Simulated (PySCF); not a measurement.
Ionisation energy of Hf⁵²⁺ by level of theory

Hf⁵²⁺ [Ar] 3d2 [3d3/2^2, M_J = 2] → Hf⁵³⁺ [Ar] 3d1 [3d3/2^1, M_J = 3/2], as a difference of total energies. All numbers are calculated (PySCF 2.14, the two-component X2C-1e Hamiltonian, in an uncontracted even-tempered set (15 s from 14 bohr⁻², ratio 2.8; 12 p from 18 bohr⁻², ratio 2.8; 8 d from 18 bohr⁻², ratio 2.8; 3 f from 58 bohr⁻², ratio 3)). Correlated levels: [Ne] frozen; the 72 highest virtual spinors dropped. "Screened" scales the spin-orbit matrix elements by Boettger's factors to mimic the two-electron term; Breit and QED terms are absent.

```csv
method,ionisation energy (eV)
GHF (spin-free),4813.4
GMP2 (spin-free),4812.9
GHF (screened spin-orbit),4848.8
GMP2 (screened spin-orbit),4848.5
```

Breit and QED terms and the two-electron picture change are absent.

The spin-free rows relax to the high-spin LS determinant and lack the spin-orbit shift.

The labels give the starting determinants; with spin-orbit coupling the two ends relaxed to ⟨J²⟩ = 6.01, ⟨L²⟩ = 10.15, ⟨S²⟩ = 1.54 and ⟨J²⟩ = 3.75, ⟨L²⟩ = 6.05, ⟨S²⟩ = 0.80.

For comparison: 4846 ± 4 eV (theoretical estimate listed by NIST; NIST Atomic Spectra Database, ionization energies).
